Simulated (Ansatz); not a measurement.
Consider the ligand exchange at a Ti–C bond: `C#[C][Ti]([F])([F])[F]` + H–F → `[F][Ti]([F])([F])[F]` + acetylene.

Gas-phase electronic energies from Ansatz, PBE0-D4/def2-TZVP geometries. CBS: MP2 limit from def2 TZ/QZ plus the TZ coupled-cluster correction, frozen cores. This one scheme is used for every species. DFT in def2-TZVPP. For Ti outer-core shells are correlated without core-valence functions, which leaves a few kJ/mol of doubt a bond. Scalar relativity is left out up to krypton.

CCSD(T)/CBS gives -133.5 kJ/mol.

(1) Another level gave -141.1 kJ/mol. Which?
A. PBE0-D4/def2-TZVPP
B. CCSD(T)/def2-TZVPP
C. CAM-B3LYP/def2-TZVPP
D. r2SCAN-D4/def2-TZVPP

Largest T1 diagnostic among the species: 0.023, so the coupled-cluster value is less sure than usual.

Answers

(1) A. PBE0-D4 -141.1, r2SCAN-D4 -149.8, CAM-B3LYP -157.7, CCSD(T)/def2-TZVPP -136.5 kJ/mol.

At CCSD(T), def2-SVP lies −15.0 kJ/mol from the extrapolated value and def2-TZVPP −3.0 kJ/mol. In def2-TZVPP, CCSD(T) changes the Hartree–Fock value by +14.7 kJ/mol (the triples alone add +3.3 kJ/mol) and MP2 by +16.1 kJ/mol.
